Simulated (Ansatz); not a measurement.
Other settings, tried on BCP (C26H20N2).

```yaml
crystal:
  periodic: [false, false, false]
  atoms:
    - {symbol: C, position_ang: [-3.518804, -3.958365, -0.354629]}
    - {symbol: C, position_ang: [-2.795194, -2.637694, -0.278086]}
    - {symbol: C, position_ang: [-3.524809, -1.416311, -0.336665]}
    - {symbol: C, position_ang: [-2.854355, -0.200337, -0.265275]}
    - {symbol: C, position_ang: [-3.609495, 1.084969, -0.325267]}
    - {symbol: C, position_ang: [-3.872854, 1.703038, -1.564805]}
    - {symbol: C, position_ang: [-4.601173, 2.900741, -1.622131]}
    - {symbol: C, position_ang: [-5.073254, 3.496650, -0.442144]}
    - {symbol: C, position_ang: [-4.811826, 2.890055, 0.796421]}
    - {symbol: C, position_ang: [-4.083464, 1.692476, 0.855457]}
    - {symbol: C, position_ang: [-1.429608, -0.219234, -0.133663]}
    - {symbol: C, position_ang: [-0.645928, 0.980596, -0.052987]}
    - {symbol: C, position_ang: [0.721584, 0.924924, 0.073088]}
    - {symbol: C, position_ang: [1.407517, -0.334742, 0.127992]}
    - {symbol: C, position_ang: [2.829152, -0.431744, 0.258844]}
    - {symbol: C, position_ang: [3.683782, 0.788027, 0.346111]}
    - {symbol: C, position_ang: [3.986511, 1.361983, 1.597801]}
    - {symbol: C, position_ang: [4.807738, 2.496437, 1.680366]}
    - {symbol: C, position_ang: [5.334352, 3.072753, 0.513795]}
    - {symbol: C, position_ang: [5.034273, 2.510198, -0.736738]}
    - {symbol: C, position_ang: [4.213270, 1.375711, -0.820982]}
    - {symbol: C, position_ang: [3.401047, -1.698313, 0.302796]}
    - {symbol: C, position_ang: [2.576941, -2.856425, 0.218367]}
    - {symbol: C, position_ang: [3.193499, -4.231699, 0.265189]}
    - {symbol: N, position_ang: [1.254528, -2.779325, 0.096689]}
    - {symbol: C, position_ang: [0.666668, -1.560273, 0.050823]}
    - {symbol: C, position_ang: [-0.788349, -1.501032, -0.083608]}
    - {symbol: N, position_ang: [-1.470955, -2.668338, -0.155698]}
    - {symbol: H, position_ang: [-4.087454, -4.051227, -1.303715]}
    - {symbol: H, position_ang: [-4.252722, -4.063703, 0.471811]}
    - {symbol: H, position_ang: [-2.783857, -4.781085, -0.291958]}
    - {symbol: H, position_ang: [-4.621106, -1.430057, -0.438121]}
    - {symbol: H, position_ang: [-3.501920, 1.233921, -2.489010]}
    - {symbol: H, position_ang: [-4.802409, 3.371044, -2.596947]}
    - {symbol: H, position_ang: [-5.646176, 4.435316, -0.487907]}
    - {symbol: H, position_ang: [-5.179283, 3.351762, 1.725797]}
    - {symbol: H, position_ang: [-3.877551, 1.214946, 1.825712]}
    - {symbol: H, position_ang: [-1.161360, 1.951535, -0.094316]}
    - {symbol: H, position_ang: [1.312392, 1.850844, 0.133886]}
    - {symbol: H, position_ang: [3.572750, 0.908264, 2.511456]}
    - {symbol: H, position_ang: [5.039034, 2.932335, 2.664463]}
    - {symbol: H, position_ang: [5.980055, 3.961681, 0.579390]}
    - {symbol: H, position_ang: [5.443882, 2.956952, -1.655740]}
    - {symbol: H, position_ang: [3.976891, 0.932763, -1.800651]}
    - {symbol: H, position_ang: [4.492700, -1.801146, 0.403040]}
    - {symbol: H, position_ang: [3.914429, -4.377672, -0.566504]}
    - {symbol: H, position_ang: [3.755593, -4.389264, 1.209622]}
    - {symbol: H, position_ang: [2.395318, -4.991954, 0.188640]}
basis:
  gaussian: {orbitals: STO-3G, fitting: {mean_field: def2-universal-jkfit}}
hamiltonian: {xc: {name: PBE-QIDH}}
output: {forces: true}
```

```sh
$ ansatz run in.yaml --threads 2 --pin off --events-out ev --progress --plain --max-ram 20480MiB --backend cuda --devices 0, --max-vram 18GiB
```

Output, abridged:

```
Functional definition: PBE-QIDH
2464 factors; integrals over basis functions are off by at most 4.4e-3 eV
mean field evaluation 1: about -29811.3521 eV, gradient 3.8e1 eV
mean field evaluation 2: about -29811.3488 eV, gradient 3.8e1 eV
mean field evaluation 4: about -29816.4015 eV, gradient 5.4e0 eV
mean field evaluation 8: about -29816.5165 eV, gradient 4.6e-2 eV
mean field evaluation 16: about -29816.5166 eV, gradient 7.7e-5 eV
mean field -29816.51663155 eV, -1095.7367758487 hartree, gradient 2.9e-6 eV, S^2 0.000000; 0 other end points of the search recorded, 0 dependent functions left out; unrestricted orbitals would lower it
28 core orbitals not correlated: weight in the atoms' cores, before any rotation towards them, 1.000 or more for the frozen orbitals, at most 0.000 for the correlated occupied ones
reference -29816.51665237 eV, -1095.7367766137 hartree; 67, 67 occupied and 65, 65 virtual orbitals, 2464 factors
second order -51.70029770 eV of doubles, -0.00000000 eV of singles
Total energy: -29833.75008494 eV, -1096.3700935793 hartree
Atom 0 force    -0.736851    -1.161632    -0.077772 eV/Å
Atom 1 force    -1.143999     1.149108    -0.097876 eV/Å
Atom 2 force    -0.342383     0.332654    -0.028002 eV/Å
Atom 3 force     0.154243    -0.853099     0.006542 eV/Å
Atom 4 force    -0.472772     0.859147    -0.038823 eV/Å
Atom 5 force     0.007964    -0.023502    -0.079778 eV/Å
Atom 6 force    -0.010146     0.042445    -0.137775 eV/Å
Atom 7 force    -0.050298     0.080290    -0.004358 eV/Å
Atom 8 force    -0.035061     0.041108     0.134868 eV/Å
Atom 9 force    -0.004823    -0.024447     0.079885 eV/Å
Atom 10 force    -0.059299    -0.666452    -0.008938 eV/Å
Atom 11 force     0.842746     0.630484     0.082482 eV/Å
Atom 12 force    -0.790326     0.696739    -0.068364 eV/Å
Atom 13 force     0.005787    -0.669003    -0.003874 eV/Å
Atom 14 force    -0.221620    -0.837455    -0.026423 eV/Å
Atom 15 force     0.539616     0.817907     0.054936 eV/Å
Atom 16 force    -0.010882    -0.024515     0.079596 eV/Å
Atom 17 force     0.013052     0.039096     0.138921 eV/Å
Atom 18 force     0.056578     0.075741     0.005984 eV/Å
Atom 19 force     0.038597     0.040453    -0.133467 eV/Å
Atom 20 force     0.004101    -0.023392    -0.080048 eV/Å
Atom 21 force     0.367793     0.304091     0.035740 eV/Å
Atom 22 force     1.231495     1.050948     0.123712 eV/Å
Atom 23 force     0.642298    -1.217061     0.047296 eV/Å
Atom 24 force    -1.191837    -2.325997    -0.127227 eV/Å
Atom 25 force     0.210972     2.143944     0.034442 eV/Å
Atom 26 force    -0.040009     2.154479     0.010715 eV/Å
Atom 27 force     1.003075    -2.416008     0.077535 eV/Å
Atom 28 force     0.351308     0.057139     0.436924 eV/Å
Atom 29 force     0.425856     0.063756    -0.363546 eV/Å
Atom 30 force    -0.355998     0.316476    -0.031325 eV/Å
Atom 31 force     0.374697    -0.049766     0.033942 eV/Å
Atom 32 force    -0.139281     0.174453     0.275771 eV/Å
Atom 33 force     0.063600    -0.144548     0.323166 eV/Å
Atom 34 force     0.189244    -0.307654     0.015237 eV/Å
Atom 35 force     0.119525    -0.141160    -0.308247 eV/Å
Atom 36 force    -0.089396     0.177742    -0.294066 eV/Å
Atom 37 force     0.135886    -0.298791     0.011346 eV/Å
Atom 38 force    -0.158676    -0.286591    -0.016528 eV/Å
Atom 39 force     0.154467     0.167933    -0.271851 eV/Å
Atom 40 force    -0.073118    -0.133112    -0.326145 eV/Å
Atom 41 force    -0.213265    -0.291109    -0.021757 eV/Å
Atom 42 force    -0.132092    -0.136597     0.305072 eV/Å
Atom 43 force     0.101491     0.164675     0.297741 eV/Å
Atom 44 force    -0.377010    -0.019169    -0.035219 eV/Å
Atom 45 force    -0.417755     0.088178     0.367066 eV/Å
Atom 46 force    -0.347686     0.095790    -0.433892 eV/Å
Atom 47 force     0.380193     0.286284     0.036383 eV/Å
Dipole moment:     0.022306     0.561210     0.005902 e Å
```

Run time 5.5 s (2 threads of AMD EPYC 7R13 on a shared host and a share (18 GiB) of an NVIDIA H100 80GB HBM3), peak host memory 1.6 GiB.

Correlated methods freeze 28 core orbitals. The restricted singlet is unstable: a solution with broken spin symmetry lies lower.
